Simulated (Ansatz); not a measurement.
The same hydrogenolysis along the group F, Cl, Br.

Isolated molecules relaxed with PBE0-D4/def2-TZVP in Ansatz; ΔE leaves out vibrations. CBS: MP2 limit from def2 TZ/QZ plus the TZ coupled-cluster correction, frozen cores. This one scheme is used for every species. DFT in def2-TZVPP. B3LYP here is the variant with VWN-RPA as its local correlation; programs differ in this. For Br outer-core shells are correlated without core-valence functions, which leaves a few kJ/mol of doubt a bond. Scalar relativity is left out up to krypton. Each species was taken in one conformer, which may not be the lowest.

```tsv
reaction	r2SCAN-D4 (kJ/mol)	B3LYP-D4 (kJ/mol)	MP2/CBS(def2) (kJ/mol)	B2PLYP (kJ/mol)	CCSD(T)/CBS(def2) (kJ/mol)
`CO[SiH](F)O[SiH3]` + H₂ → `CO[SiH2]O[SiH3]` + H–F	153	146	147	147	144
`CO[SiH](Cl)O[SiH3]` + H₂ → `CO[SiH2]O[SiH3]` + HCl	103	96	106	92	97
`CO[SiH](Br)O[SiH3]` + H₂ → `CO[SiH2]O[SiH3]` + HBr	96	89	104	84	93
```

Largest T1 diagnostic: 0.011, for `CO[SiH](F)O[SiH3]`.
